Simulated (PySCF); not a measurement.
# Correlation energy of As (arsenic, neutral)

[Ar] 3d10 4s1 4p3 5s1, high-spin 6S determinant (an excited configuration). Calculation: PySCF 2.14, in x2c-TZVPPall with one added diffuse shell each of s, p, d type (7s6p5d1f, 57 functions); the spin-free X2C one-electron Hamiltonian (Gaussian nucleus). Frozen: [Ar] 3d10; 5 electrons correlated.

```csv
level,correlation energy (mhartree)
CCSD,-35.45
(T),-0.66
CCSD(T),-36.11
```

Diagnostics: T1 = 0.0051, D1 = 0.0151, largest double amplitude 0.028.

The outer electron is Rydberg-like, and this basis confines it to a smaller radius and binds it less than a complete one would.

Cost of the coupled-cluster step: about 0.9 core-seconds, for 5 correlated electrons.
